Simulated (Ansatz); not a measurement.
Al$_{2}$GeH$_{7}$N, SMILES `[NH2][AlH][AlH][GeH3]`, one more setting.

```yaml
crystal:
  periodic: [false, false, false]
  atoms:
    - {symbol: N, position_ang: [-0.121695, 2.409035, 0.189518]}
    - {symbol: Al, position_ang: [1.297684, 1.485204, 0.714231]}
    - {symbol: Al, position_ang: [1.059574, -1.070616, 0.362781]}
    - {symbol: Ge, position_ang: [-1.036549, -1.954095, -0.650450]}
    - {symbol: H, position_ang: [-0.951308, 1.998562, -0.209594]}
    - {symbol: H, position_ang: [-0.222104, 3.410792, 0.243777]}
    - {symbol: H, position_ang: [2.497125, 2.340798, 1.316819]}
    - {symbol: H, position_ang: [2.153347, -2.169132, 0.739333]}
    - {symbol: H, position_ang: [-2.070735, -0.849834, -0.966046]}
    - {symbol: H, position_ang: [-0.780431, -2.690457, -1.984167]}
    - {symbol: H, position_ang: [-1.759608, -2.967256, 0.264197]}
basis:
  gaussian: {orbitals: "6-31G*"}
magnetization: {spin_polarized: true, initial_magnetization: 2}
hamiltonian: {xc: {name: revPBE0}, dispersion: d3bjatm, pseudopotentials: {relativity: scalar}}
accuracy: high
output: {forces: true}
```

```sh
$ ansatz run in.yaml --threads 4 --pin off --events-out ev --progress --plain --max-ram 10444MiB
```

It prints (some lines left out):

```
Functional definition: revPBE0
  name "revPBE0"
  cite "Zhang & Yang, Phys. Rev. Lett. 80, 890 (1998) doi:10.1103/PhysRevLett.80.890"
  cite "Adamo & Barone, J. Chem. Phys. 110, 6158 (1999) doi:10.1063/1.478522"
  cite "Perdew, Burke & Ernzerhof, Phys. Rev. Lett. 77, 3865 (1996) doi:10.1103/PhysRevLett.77.3865"
  parameter a = 0.25
  parameter kappa = 1.245
  parameter beta = 0.06672455060314922
  exchange = (1 - a)*pbe_x(kappa = kappa, mu = beta*pi^2/3) + a*exact_x
  correlation = pbe_c(beta = beta)
2151 factors; integrals over basis functions are off by at most 1.5e-8 eV
mean field evaluation 1: about -71787.4996 eV, gradient 3.9e1 eV
mean field evaluation 2: about -71760.2422 eV, gradient 7.1e1 eV
mean field evaluation 4: about -71793.2963 eV, gradient 5.1e0 eV
mean field evaluation 8: about -71793.7222 eV, gradient 9.7e-1 eV
mean field evaluation 16: about -71793.7293 eV, gradient 3.1e-3 eV
mean field evaluation 32: about -71793.7293 eV, gradient 6.3e-8 eV
mean field -71793.72926718 eV, -2638.3708870312 hartree, gradient 6.4e-8 eV, S^2 2.004624; 2 other end points of the search recorded, 0 dependent functions left out
the calculation of the forces begins
reference -71793.72927231 eV, -2638.3708872199 hartree; 37, 35 occupied and 65, 67 virtual orbitals, 2151 factors
Total energy: -71794.15527327 eV, -2638.3865424665 hartree
Relativity: scalar
Atom 0 at    -0.121695     2.409035     0.189518 Å, force    -0.256462    -0.215979    -0.133145 eV/Å
Atom 1 at     1.297684     1.485204     0.714231 Å, force    -0.187825     0.410085    -0.042400 eV/Å
Atom 2 at     1.059574    -1.070616     0.362781 Å, force     0.185667    -0.690498     0.021077 eV/Å
Atom 3 at    -1.036549    -1.954095    -0.650450 Å, force    -0.473694     0.430165    -0.179291 eV/Å
Atom 4 at    -0.951308     1.998562    -0.209594 Å, force    -0.137642    -0.046835    -0.063560 eV/Å
Atom 5 at    -0.222104     3.410792     0.243777 Å, force     0.106589     0.150436     0.060333 eV/Å
Atom 6 at     2.497125     2.340798     1.316819 Å, force     0.192597    -0.370775     0.048376 eV/Å
Atom 7 at     2.153347    -2.169132     0.739333 Å, force     0.242690     0.262678     0.130218 eV/Å
Atom 8 at    -2.070735    -0.849834    -0.966046 Å, force     0.019017    -0.013780     0.007320 eV/Å
Atom 9 at    -0.780431    -2.690457    -1.984167 Å, force     0.165709     0.044856     0.035397 eV/Å
Atom 10 at    -1.759608    -2.967256     0.264197 Å, force     0.143354     0.039648     0.115676 eV/Å
Dipole moment:    -0.214967     0.440792    -0.050127 e Å
```

It took 3.6 s on 4 threads of an AMD EPYC 9R45 on a shared host, with 0.76 GiB of host memory at the peak.
